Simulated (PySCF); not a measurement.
Atoms are numbered as in `[O:1]=[CH:2][SiH2:3][O:4][SiH2:5][O:6][SiH3:7]` (H(Xn): hydrogen on atom n).

GIAO PBE0/pcSseg-1 shifts (PySCF, gas phase, non-relativistic, equivalent atoms averaged), each against references optimised in the same way as the molecule (H2O, TMS).

On the GFN2-xTB geometry: O1 975.2, O4 52.7, O6 44.0, C2 252.0, Si7 -42.2, Si5 -44.9, Si3 -59.8, H(C2) 12.43, H(Si7) 5.32, H(Si5) 5.10, H(Si3) 4.89 ppm.

Q: What changes on the PBE0-D3(BJ)/def2-SVP geometry?

A: 
```tsv
atoms	δ (ppm)	change
O1	956.9	-18.3
O4	49.8	-2.9
O6	41.8	-2.2
C2	247.7	-4.3
Si7	-39.1	+3.1
Si5	-39.5	+5.4
Si3	-55.7	+4.1
H(C2)	12.10	-0.33
H(Si7)	5.14	-0.18
H(Si5)	5.09	-0.01
H(Si3)	4.82	-0.07
```

Part of each change is the reference's own: σ(H2O, O) goes from 336.1 to 334.6 ppm, σ(TMS, C) goes from 186.9 to 184.4 ppm, σ(TMS, Si) goes from 349.2 to 352.0 ppm, σ(TMS, H) goes from 31.72 to 31.27 ppm.

Bonds between heavy atoms that differ most (equivalent bonds averaged): Si3–O4 1.615 → 1.654 Å, Si5–O6 1.610 → 1.647 Å, O6–Si7 1.624 → 1.658 Å, O4–Si5 1.628 → 1.652 Å, C2–Si3 1.917 → 1.922 Å. Mean change of bonds to hydrogen: C–H +0.013 Å, Si–H +0.031 Å. The two structures also differ in conformation, which adds to the changes.
